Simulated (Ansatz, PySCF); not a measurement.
Complex: CH2O (SMILES C=O) (first 4 atoms) with H2Se (SMILES [SeH2]); geometry from B3LYP-D3(BJ)/def2-TZVP, rigid monomers moved along the line of their centres of mass till O2···Se5 is 4.51 Å.
(charge 0, multiplicity 1):
```tsv
atom	x (Å)	y (Å)	z (Å)
C	0.3537	0.0670	-0.3292
O	1.0838	-0.6681	0.2779
H	0.2041	-0.0338	-1.4210
H	-0.2039	0.8785	0.1737
Se	0.9024	1.0618	4.4412
H	0.4621	-0.3378	4.4219
H	0.2561	1.2972	5.7430
```

Counterpoise-corrected where a basis set is named; no monomer relaxation.

Frozen-core correlation. Filled d and f shells under p-block atoms count as core. CBS(a, b) extrapolates the correlation energy as X⁻³ and adds the Hartree–Fock energy of set b.

Codes used: Ansatz (Gaussian orbitals); PySCF for the dispersion terms. Each number belongs to the level named beside it.

PBE/def2-TZVPPD gives -26.4 meV for the interaction energy.

Question: Where do these levels fall relative to PBE: PBE-D3(BJ)/def2-TZVPPD, r2SCAN/def2-TZVPPD, PBE0/def2-TZVPPD, wB97M-V/def2-TZVPPD, MP2/CBS(aug-cc-pVDZ, aug-cc-pVTZ), MP2/CBS(aug-cc-pVDZ, aug-cc-pVTZ) + ΔCCSD(T)/aug-cc-pVDZ.

Answer: PBE-D3(BJ)/def2-TZVPPD -11.7; r2SCAN/def2-TZVPPD 0.5; PBE0/def2-TZVPPD 1.0; wB97M-V/def2-TZVPPD -7.2; MP2/CBS(aug-cc-pVDZ, aug-cc-pVTZ) -7.7; MP2/CBS(aug-cc-pVDZ, aug-cc-pVTZ) + ΔCCSD(T)/aug-cc-pVDZ -6.9 meV. 2 of 6 lie above PBE; the widest gap is to PBE-D3(BJ)/def2-TZVPPD.

Ansatz is a first-principles code.
